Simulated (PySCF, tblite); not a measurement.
Isomers of C7H13FO2, one GFN2-xTB conformer each. Single-point energies are computed at PBE0/pcSseg-1 (PySCF, gas phase, no added dispersion term), electronic only.

```csv
SMILES,GFN2-xTB relative energy (kcal/mol)
CO[C@@H]1CC[C@@H](CF)CO1,0.0
CCC[C@@H]1OCCO[C@H]1F,2.8
```

Conformers: `[CH3:1][O:2][C@@H:3]1[CH2:4][CH2:5][C@@H:6]([CH2:7][F:8])[CH2:9][O:10]1` with C1–O2–C3–C4 -169°, C5–C6–C7–F8 -61°, O2–C3–C4–C5 -71°, C3–C4–C5–C6 -51°, C4–C5–C6–C7 -70°, C5–C6–C9–O10 -57°; `[CH3:1][CH2:2][CH2:3][C@@H:4]1[O:5][CH2:6][CH2:7][O:8][C@H:9]1[F:10]` with C1–C2–C3–C4 73°, C2–C3–C4–O5 -64°, C3–C4–O5–C6 -75°, C4–O5–C6–C7 -56°, O5–C6–C7–O8 57°, C6–C7–O8–C9 -57°.

Problem. What does PBE0/pcSseg-1 give for the same structures?

Solution. 
| SMILES | PBE0/pcSseg-1 E (Eh) | PBE0/pcSseg-1 (kcal/mol) | GFN2-xTB (kcal/mol) | point group |
| --- | --- | --- | --- | --- |
| CO[C@@H]1CC[C@@H](CF)CO1 | -524.20876 | 0.0 | 0.0 | C1 |
| CCC[C@@H]1OCCO[C@H]1F | -524.20800 | 0.5 | 2.8 | C1 |

Both levels put the same isomer lowest. Neighbours under 2.5 kcal/mol apart (CO[C@@H]1CC[C@@H](CF)CO1 and CCC[C@@H]1OCCO[C@H]1F) can change places with a better method, another conformer or zero-point energy.

Problem. Which frontier levels, dipoles and rotational constants go with these structures?

Solution. 
```csv
SMILES,"HOMO (eV, PBE0/pcSseg-1)",LUMO (eV),dipole (D),"A, B, C (MHz)"
CO[C@@H]1CC[C@@H](CF)CO1,-7.65,1.39,1.88,"3118, 776.5, 713.7"
CCC[C@@H]1OCCO[C@H]1F,-7.23,1.32,1.86,"2279, 930.0, 796.4"
```

Problem. What happens when harmonic zero-point energies from GFN2-xTB frequencies are added?

Solution. 
| SMILES | ZPE (kcal/mol) | electronic (kcal/mol) | with ZPE (kcal/mol) |
| --- | --- | --- | --- |
| CO[C@@H]1CC[C@@H](CF)CO1 | 121.9 | 0.0 | 0.0 |
| CCC[C@@H]1OCCO[C@H]1F | 122.2 | 0.5 | 0.8 |

The zero-point energies span 0.3 kcal/mol. The order is unchanged.

Problem. As an exercise, what shares would exp(−E/RT) give at 2000 K from these electronic energies alone (no entropy, no degeneracies)?

Solution. RT = 3.974 kcal/mol: CO[C@@H]1CC[C@@H](CF)CO1 53.0 %, CCC[C@@H]1OCCO[C@H]1F 47.0 %.
